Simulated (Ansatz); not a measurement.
ClH$_{4}$InO$_{2}$Si, SMILES `[OH][In]([Cl])[O][SiH3]`. The species carries charge 0 and has multiplicity 1. In takes the def2 core potential.

Z-matrix (Å, degrees):
```
Si
O 1 1.632
H 1 1.487 2 110.4
H 1 1.487 2 110.5 3 120.9
H 1 1.497 2 110.7 3 -119.6
In 2 1.968 1 133.7 3 120.0
Cl 6 2.285 2 118.3 1 -180.0
O 6 1.964 2 118.9 1 -0.1
H 8 0.962 6 111.2 2 0.0
```

What are the harmonic wavenumbers in cm⁻¹ at PBE0-D4/def2-TZVP (Ansatz, finite differences of forces, unscaled)? (Best estimate.)

Ansatz gave: 46, 55, 56, 98, 129, 138, 318, 382, 467, 622, 717, 736, 855, 951, 958, 988, 994, 2161, 2220, 2222, 3866.

Is this a minimum?

Yes, all 21 modes are real.

Give the ideal-gas thermochemistry at 298.15 K and 1 bar (rigid rotor, harmonic oscillator; point group Cs, symmetry number 1).

Zero-point energy 113.5 kJ/mol; H(298) − E = 139.5 kJ/mol; entropy 415.4 J/(mol·K), of which translation 175.8, rotation 121.8, vibration 117.8; G(298) − E = 15.7 kJ/mol. Modes under 100 cm⁻¹ are hindered rotations or soft bends, so the harmonic entropy is rough.

And at 400, 500, 600, 800 and 1000 K?


| T (K) | H − E (kJ/mol) | S (J/mol/K) | G − E (kJ/mol) |
| --- | --- | --- | --- |
| 400 | 152.7 | 453.3 | -28.6 |
| 500 | 167.0 | 485.1 | -75.6 |
| 600 | 182.3 | 512.9 | -125.5 |
| 800 | 215.1 | 560.0 | -233.0 |
| 1000 | 249.9 | 598.9 | -349.0 |

Rotational constants (cm⁻¹)?

0.1215, 0.03303, 0.02621.
